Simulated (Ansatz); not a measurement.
The same ligand exchange along the group B, Al, Ga, In.

Gas-phase electronic energies from Ansatz, PBE0-D4/def2-TZVP geometries. CCSD(T)/CBS adds triple-zeta CCSD(T) − MP2 to the extrapolated MP2 energy (def2 sets, frozen cores). This one scheme is used for every species. def2 core potentials past Kr. For Ga, In outer-core shells are correlated without core-valence functions, which leaves a few kJ/mol of doubt a bond. Scalar relativity is left out up to krypton. Each species was taken in one conformer, which may not be the lowest.

```
                                                reaction  HF/CBS(def2) (kJ/mol)  CCSD(T)/CBS(def2) (kJ/mol)
              `SB(Cl)Cl` + HCl → boron trichloride + H₂S                    -13                          -4
`[SH][Al]([Cl])[Cl]` + HCl → aluminium trichloride + H₂S                    -53                         -42
  `[SH][Ga]([Cl])[Cl]` + HCl → gallium trichloride + H₂S                    -32                         -15
 `[SH][In]([Cl])[Cl]` + HCl → `[Cl][In]([Cl])[Cl]` + H₂S                    -31                         -14
```

Largest T1 diagnostic: 0.013, for `[SH][In]([Cl])[Cl]`.
